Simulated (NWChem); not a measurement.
# CH₄BeO; SMILES [Be]([OH])[CH3]

```xyz
7

Be     0.0050    -0.1290    -0.0005
C      0.0030     1.5466    -0.0001
H      0.9819     1.9651     0.2917
H     -0.7408     1.9575     0.7047
H     -0.2370     1.9615    -0.9944
O      0.0381    -1.5311     0.0000
H     -0.3468    -2.3992     0.0002
```
Atoms are numbered in this order, from 1.

All runs: NWChem. Geometry: optimised at PBE0/def2-SVP. B3LYP is NWChem's, with the RPA form of VWN correlation. Ions are spin-unrestricted doublets at the neutral geometry; other ion states weren't tried.

For level B3LYP/def2-SVP:

* **vertical ionisation energy, ΔSCF (eV)**: 11.06
* **−ε(HOMO) (eV)**: 8.07

**Question.** What are these values for level PBE/def2-SVP?

**Answer.** The vertical ionisation energy, ΔSCF (eV) comes out as 10.74 and the −ε(HOMO) (eV) is 6.91.
